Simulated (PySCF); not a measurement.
Ionisation energy of Re⁶⁵⁺ by level of theory

Re⁶⁵⁺ [Ne] (1S) → Re⁶⁶⁺ [He] 2s2 2p5 (2P), as a difference of total energies. Computed with PySCF 2.14 in an uncontracted even-tempered set (18 s from 44 bohr⁻², ratio 2.2; 13 p from 57 bohr⁻², ratio 2.2; 5 d from 230 bohr⁻², ratio 2.4; 5 f from 340 bohr⁻², ratio 2.4; 4 g from 510 bohr⁻², ratio 2.4), with scalar relativity by spin-free X2C-1e. Correlated levels: nothing frozen; virtual orbitals above 40 to 60 times the deepest correlated orbital energy dropped. The calculations carry no spin-orbit coupling.

| method | ionisation energy (eV) |
| --- | --- |
| UHF | 16547.7 |
| LDA | 16540.8 |
| PBE | 16542.5 |
| PBE0 | 16544.3 |
| r2SCAN | 16549.0 |
| MN15 | 16553.8 |
| M06-2X | 16545.6 |
| MP2 (all electrons) | 16549.7 |
| SCS-MP2 (all electrons) | 16549.5 |

A first-order spin-orbit estimate (lowest level to lowest level, LS coupling) adds -456.0 eV.

For this ion Breit and QED terms and the two-electron picture change, all absent here, outweigh the differences among the correlated methods.

For comparison: 16080 ± 30 eV (theoretical estimate listed by NIST; NIST Atomic Spectra Database, ionization energies).
